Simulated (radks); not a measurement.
The numbers below are computed, except where a source is named.
Polarisability of neutral arsenic, [Ar] 3d10 4s2 4p3, at imaginary frequency. Level of theory: non-relativistic Kohn-Sham, LDA (Slater exchange, Perdew-Wang correlation), spin-polarised, spherical densities, point nucleus; open shells are filled with parallel spins first (a radial shooting solver on a logarithmic mesh with Libxc functionals). Response by self-consistent Sternheimer equations with the Hartree and adiabatic LDA kernel.

w (hartree)  alpha1(iw) (bohr^3)
0.00266                    33.18
0.0143                     33.11
0.0360                     32.71
0.0697                     31.49
0.118                      28.88
0.186                      24.63
0.280                      19.22
0.413                      13.61
0.605                      8.761
0.892                      5.158
1.35                       2.812
2.12                       1.433
3.59                      0.6724
6.94                      0.2627
17.5                     0.06185

Static values: alpha1 = 33.19 bohr^3 (4.918 angstrom^3; uncoupled 48.38). C6 = 283.1, triple-dipole C9 = 6726 atomic units. One-pole (London) frequency 4 C6 / (3 alpha1^2) = 0.343 hartree, against 0.220 for minus the highest occupied eigenvalue. The dipole shielding factor is 1.000, as the force sum rule N/Z = 1.000 demands. Recommended static value: 30 bohr^3 (Schwerdtfeger and Nagle, 2023 table).
